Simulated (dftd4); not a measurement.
C₇H₉O, charge +1, singlet, geometry from GFN2-xTB; dftd4 with D4 for b3lyp.

Input for dftd4:
```
$ dftd4 mol.xyz --func b3lyp --charge 1 --json dftd4.json --noedisp --property

# file mol.xyz
17

C      2.87951788     0.20566659     0.42166366
C      1.40826357     0.10095801     0.21597349
C      0.71987839     1.09958188    -0.47152699
C     -0.64445072     1.01104217    -0.68628767
C     -1.30523065    -0.09810312    -0.20179620
O     -2.75355612    -0.22906971    -0.47044933
C     -0.66932931    -1.10929232     0.48541880
C      0.69632597    -0.99914869     0.68833419
H      3.21187229    -0.43385518     1.23387831
H      3.17135935     1.23172760     0.63031576
H      3.39733766    -0.10458254    -0.48607370
H      1.25611675     1.95835130    -0.84314072
H     -1.16763125     1.78695379    -1.22369178
H     -3.16875779     0.65590003    -0.55414266
H     -3.18240640    -0.77713632     0.22116556
H     -1.21094853    -1.96791192     0.85156121
H      1.21165585    -1.78111609     1.22304716
```

The log (banner, timings and long lists left out):

```
                    ____  _____ _____     ____  _  _
      -------------|  _ \|  ___|_   _|---|  _ \| || |------------
     |             | | | | |_    | | ___ | | | | || |_           |
     |             | |_| |  _|   | ||___|| |_| |__   _|          |
     |             |____/|_|     |_|     |____/   |_|            |
     |             ===================================           |
     |            E. Caldeweyher, S. Ehlert & S. Grimme          |
     |          Mulliken Center for Theoretical Chemistry        |
     |                    University of Bonn                     |
      -----------------------------------------------------------

Rational (Becke-Johnson) damping: b3lyp-D4-ATM
---------------------
  s6         1.0000
  s8         2.0293
  s9         1.0000
  a1         0.4087
  a2         4.5381
 alp        16.0000
--------------------

Atomic data, radii in Ångström:
------------------------------------------------------
   Z          R(cov)      r4/r2   hardness         EN
------------------------------------------------------
   6 C        1.0000     1.6431     0.4220     2.5500
   8 O        0.8400     1.3725     0.5869     3.4400
   1 H        0.4267     1.0622     0.4726     2.2000
------------------------------------------------------

Atomic reference systems (in atomic units):
----------------------------------------------------------------------------
   Z        #      CN     q+Z       C6(AA)   #      CN     q+Z       C6(AA)
----------------------------------------------------------------------------
   6 C      1  0.0000  6.0000      49.3833   2  0.9189  5.8288      52.1688
            3  1.9079  5.8579      35.6972   4  2.8312  5.7775      35.8445
            5  3.7487  5.7435      28.6317   6  2.9183  5.8956      32.2504
            7  0.8556  6.2103      25.6194
   8 O      1  0.0000  8.0000      15.5711   2  0.8042  7.6453      20.8489
            3  1.6112  7.4012      24.8631   4  0.9798  8.0000      14.9880
   1 H      1  0.0000  1.0000       7.6362   2  0.8942  1.0000       3.0374
----------------------------------------------------------------------------

Atomic properties (in atomic units):
----------------------------------------------------------------------------
     #    Z              CN          q      C6(AA)        C8(AA)   alpha(0)
----------------------------------------------------------------------------
     1    6 C        3.7592    -0.1500     26.2261      758.5037     7.3887
     2    6 C        2.9636    -0.0072     29.7056      859.1380     8.9119
     3    6 C        2.9321    -0.0492     30.7911      890.5311     9.0717
     4    6 C        2.9116    -0.0384     30.5170      882.6054     9.0299
     5    6 C        2.8502     0.1045     27.0991      783.7519     8.5048
     6    8 O        2.4454    -0.4697     22.0079      444.1307     6.3498
     7    6 C        2.9116    -0.0385     30.5202      882.6984     9.0304
     8    6 C        2.9317    -0.0485     30.7724      889.9912     9.0689
     9    1 H        0.9250     0.1552      1.3570       16.4039     1.8217
    10    1 H        0.9249     0.1561      1.3510       16.3315     1.8177
    11    1 H        0.9245     0.1594      1.3303       16.0806     1.8037
    12    1 H        0.9258     0.1625      1.3104       15.8400     1.7901
    13    1 H        0.9257     0.1672      1.2813       15.4886     1.7701
    14    1 H        0.8027     0.2837      0.7724        9.3374     1.3807
    15    1 H        0.8027     0.2837      0.7726        9.3399     1.3809
    16    1 H        0.9257     0.1670      1.2823       15.5015     1.7708
    17    1 H        0.9258     0.1623      1.3113       15.8509     1.7907
----------------------------------------------------------------------------

Molecular properties (in atomic units):
----------------------------------------
 molecular C6                2737.6305
 molecular C8               66915.8106
----------------------------------------

Dispersion energy:      -2.3329049927057E-02 Eh

[Info] JSON dump of results written to 'dftd4.json'
```
